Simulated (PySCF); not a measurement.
BF3, SMILES F[B-](F)F, charge -1, multiplicity 2.

Geometry: B3LYP-D3(BJ)/def2-SVPD.

Computed with PySCF with B3LYP-D3(BJ)/def2-SVPD.

Harmonic, unscaled wavenumbers; measured fundamentals usually lie a few per cent lower.

Modes within 1.5 cm⁻¹ of each other (mostly degenerate sets) share a row, with their intensities summed.

Computed harmonic wavenumbers and intensities:
| mode | ν (cm⁻¹) | IR (km/mol) | moving atoms (share of kinetic energy) |
|---|---|---|---|
| 1–2 | 402 | 1.2 | F 94 % |
| 3 | 582 | 6.7 | F 72 %, B 28 % |
| 4 | 812 | 89.9 | B 56 %, F 44 % |
| 5–6 | 1031 | 508.1 | B 75 %, F 25 % |
